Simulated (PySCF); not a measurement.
## Fine-structure interval of Pd+ by level of theory

Pd+ [Kr] 4d9 [4d3/2^4 4d5/2^5, M_J = 5/2] → Pd+ [Kr] 4d9 [4d3/2^3 4d5/2^6, M_J = 3/2], as a difference of total energies. Calculation: PySCF 2.14, in x2c-TZVPPall-2c; the two-component X2C-1e Hamiltonian. Correlated levels: [Ar] 3d10 frozen; the 6 highest virtual spinors dropped. "Screened" scales the spin-orbit matrix elements by Boettger's factors to mimic the two-electron term; Breit and QED terms are absent.

```csv
method,fine-structure interval (cm⁻¹)
GHF (screened spin-orbit),3622.4
GMP2 (screened spin-orbit),3984.4
GHF (bare spin-orbit),4714.2
```

Errors of the correlated levels include the incompleteness of this basis and the frozen core.

For comparison: 3539.2 cm⁻¹ (measured; NIST Handbook of Basic Atomic Spectroscopic Data (Sansonetti and Martin, J. Phys. Chem. Ref. Data 34, 1559 (2005))).
